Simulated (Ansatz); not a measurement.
HfSi2. The state is a singlet with charge 0. Geometry PBE-D4/def2-TZVP; atoms count from 1.

```xyz
3

Hf   -0.078   -0.410   -1.376
Si    1.201    0.464    0.545
Si   -1.124   -0.054    0.831
```

In the def2 sets Hf takes a core potential; there is no spin–orbit coupling. The restricted singlet is unstable: a solution with broken spin symmetry lies lower. At PBE0-D4/def2-TZVP a triplet of charge 0 lies 0.35 eV below the restricted singlet, each at its own geometry. The structure comes from a short search, and lower isomers may exist.

Question: Estimate the Mulliken populations from the PBE0/def2-TZVP orbitals of Ansatz.

Answer: 
```json
{"atom": "Hf1", "charge (e)": "0.35", "d electrons": "2.32"}
{"atom": "Si2", "charge (e)": "-0.17", "d electrons": "–"}
{"atom": "Si3", "charge (e)": "-0.17", "d electrons": "–"}
```
Mulliken values depend strongly on the basis.

Question: And the Mayer bond orders between heavy atoms (over 0.3)?

Answer: Hf1–Si2 1.96 (2.47 Å); Hf1–Si3 1.96 (2.47 Å); Si2–Si3 1.01 (2.40 Å).
